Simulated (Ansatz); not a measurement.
Isolated molecules relaxed with PBE0-D4/def2-TZVP in Ansatz; ΔE leaves out vibrations. CCSD(T)/CBS adds triple-zeta CCSD(T) − MP2 to the extrapolated MP2 energy (def2 sets, frozen cores). This one scheme is used for every species. DFT in def2-TZVPP. B3LYP here is the variant with VWN-RPA as its local correlation; programs differ in this. One conformer a species, not always the lowest.

`CBNC[SiH3]` + H₂O → `CBNCO` + SiH₄  (formal hydrolysis of a C–Si bond)

```json
{"level": "r2SCAN-D4", "ΔE (kJ/mol)": "39.2", "difference from CCSD(T)/CBS": "-7.9"}
{"level": "ωB97X-V", "ΔE (kJ/mol)": "35.1", "difference from CCSD(T)/CBS": "-12.0"}
{"level": "ωB97M-V", "ΔE (kJ/mol)": "40.0", "difference from CCSD(T)/CBS": "-7.1"}
{"level": "B2PLYP", "ΔE (kJ/mol)": "36.7", "difference from CCSD(T)/CBS": "-10.4"}
{"level": "B3LYP", "ΔE (kJ/mol)": "32.2", "difference from CCSD(T)/CBS": "-14.9"}
{"level": "SCS-MP2/def2-TZVPP", "ΔE (kJ/mol)": "39.8", "difference from CCSD(T)/CBS": "-7.3"}
{"level": "CCSD/def2-TZVPP", "ΔE (kJ/mol)": "38.6", "difference from CCSD(T)/CBS": "-8.5"}
{"level": "HF/def2-QZVPP", "ΔE (kJ/mol)": "23.0", "difference from CCSD(T)/CBS": "-24.1"}
{"level": "HF/CBS(def2)", "ΔE (kJ/mol)": "23.2", "difference from CCSD(T)/CBS": "-23.9"}
{"level": "MP2/CBS(def2)", "ΔE (kJ/mol)": "54.0", "difference from CCSD(T)/CBS": "6.9"}
{"level": "CCSD(T)/CBS", "ΔE (kJ/mol)": "47.1", "difference from CCSD(T)/CBS": "0"}
```

Largest T1 diagnostic among the species: 0.012.

The D4 term adds +6.8 kJ/mol with B3LYP and +3.9 kJ/mol with PBE0; it sums over pairs of atoms, weighted by their polarisabilities, and B3LYP, whose exchange is more repulsive, gets the larger term. In def2-TZVPP, CCSD(T) changes the Hartree–Fock value by +18.0 kJ/mol (the triples alone add +1.4 kJ/mol) and MP2 by +24.9 kJ/mol.
